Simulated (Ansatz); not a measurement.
GaGeH6P: structure from calculated spectroscopic constants

These gas-phase data were calculated for one isomer of GaGeH6P at BLYP-D3(BJ)/def2-SVP (harmonic, unscaled wavenumbers; equilibrium rotational constants with average atomic masses):

- rotational constants: 6.638, 1.05, 0.9311 GHz
- all wavenumbers above 1500 cm⁻¹: 2299, 2074, 2054, 2033, 1887, 1867

Candidates:

(1) `[PH2][GeH2][GaH2]`, a singlet
(2) `[PH2][GaH][GeH3]`, a singlet
(3) `[GaH2][PH][GeH3]`, a singlet

Task: Assign the data to one candidate and say why.

Result: Candidate (3). 3 modes lie between 1900 and 2250 cm⁻¹, one for each Ge–H bond, while (1) has 2. 1 mode lies between 2250 and 2520 cm⁻¹, one for each P–H bond, while (2) has 2.

The same quantities for all candidates:

```tsv
	rotational constants (GHz)	wavenumbers above 1500 cm⁻¹	E above the lowest, BLYP-D3(BJ)/def2-SVP (kcal/mol)
(1)	5.306, 1.246, 1.046	2298, 2284, 2028, 2005, 1872, 1853	6.8
(2)	7.153, 1.103, 0.9734	2318, 2299, 2043, 2032, 2019, 1843	0.0
(3)	6.638, 1.05, 0.9311	2299, 2074, 2054, 2033, 1887, 1867	2.8
```

Each candidate is one conformer. Programs: Ansatz 0.2.0.
